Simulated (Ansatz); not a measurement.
Si₉GeH₁₆, an alloyed cluster cut from the lattice of silicon (1 Ge, core), 26 atoms. Hardware: 4 threads of Arm Neoverse V1 on a shared host.

The 6-31G sets use Cartesian d functions. Correlated methods freeze 54 core orbitals; core or outer-core shells of Ge are correlated, in sets that lack core-valence functions.

Q: How many basis functions does each of these Ansatz runs have, and roughly what does it cost? PBE-D4/def2-SVP, charge 0 singlet, energy, from earlier orbitals; HF/6-31G, charge 0 singlet, energy; PBE0-D4/def2-TZVP, charge 0 singlet, energy, from earlier orbitals; PBE0-D4/def2-SVP, charge 1 doublet, energy, from earlier orbitals; MP2/def2-SVP, charge 0 singlet, energy, from earlier orbitals; PBE0-D4/def2-SVP, charge -1 doublet at the geometry of the charge 0 singlet, energy; PBE-D4/def2-SVP, charge -1 doublet at the geometry of the charge 0 singlet, energy, from earlier orbitals; r2SCAN-D4/def2-SVP, charge 1 doublet, relaxation, 21 steps; PBE-D4/def2-SVP, charge 1 doublet at the geometry of the charge 0 singlet, energy, from earlier orbitals; PBE-D4/def2-SVP, charge 1 doublet, energy, from earlier orbitals; r2SCAN-D4/def2-SVP, charge 0 singlet, relaxation, 4 steps; r2SCAN-D4/def2-TZVP, charge 0 singlet, energy and forces, from earlier orbitals.

A: Other jobs shared the machine, so times can vary by a factor of up to 3. A dash marks memory too small to be measured apart from the calling script's.

```tsv
run	functions	fitting or Cholesky vectors	wall time	peak host memory (GiB)
HF/6-31G, charge 0 singlet, energy	178	2022	4.8 s	–
PBE-D4/def2-SVP, charge 0 singlet, energy, from earlier orbitals	274	3043	9 s	–
PBE-D4/def2-SVP, charge 1 doublet, energy, from earlier orbitals	274	3043	18 s	–
MP2/def2-SVP, charge 0 singlet, energy, from earlier orbitals	274	2656	20 s	1.4
PBE-D4/def2-SVP, charge -1 doublet at the geometry of the charge 0 singlet, energy, from earlier orbitals	274	3043	26 s	–
PBE0-D4/def2-SVP, charge 1 doublet, energy, from earlier orbitals	274	2650	34 s	1.8
r2SCAN-D4/def2-TZVP, charge 0 singlet, energy and forces, from earlier orbitals	477	3330	41 s	1.9
r2SCAN-D4/def2-SVP, charge 0 singlet, relaxation, 4 steps	274	3043	51 s	–
PBE0-D4/def2-SVP, charge -1 doublet at the geometry of the charge 0 singlet, energy	274	2656	51 s	2
PBE0-D4/def2-TZVP, charge 0 singlet, energy, from earlier orbitals	477	3113	52 s	3.5
PBE-D4/def2-SVP, charge 1 doublet at the geometry of the charge 0 singlet, energy, from earlier orbitals	274	3043	59 s	1.7
r2SCAN-D4/def2-SVP, charge 1 doublet, relaxation, 21 steps	274	3043	9.3 min	–
```
